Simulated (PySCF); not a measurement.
Computed shifts of a molecule C4H4OSe, PySCF with PBE/pcSseg-1, GIAO, gas phase, equivalent atoms averaged, in ppm (number of nuclei): ¹³C: 191.8 (1), 175.0 (1), 119.4 (1), 60.8 (1). ¹H: 6.92 (1), 5.62 (1), 4.49 (2). References: ¹³C against TMS (σ = 182.0 ppm); ⁷⁷Se against Me2Se (σ = 1634.8 ppm); ¹⁷O against H2O (σ = 334.3 ppm); ¹H against TMS (σ = 31.49 ppm), references at their B3LYP-D3(BJ)/def2-TZVP geometries, non-relativistic. Geometry optimised at B3LYP-D3(BJ)/def2-SVP. The values are those of a single conformer.

**Question.** Pick the molecule that these values belong to.
(A) C=C1C[Se]C1=O
(B) Oc1ccc[se]1
(C) C=C1[Se]CC1=O
(D) C1=C[Se]C=CO1

**Answer.** C, C=C1[Se]CC1=O
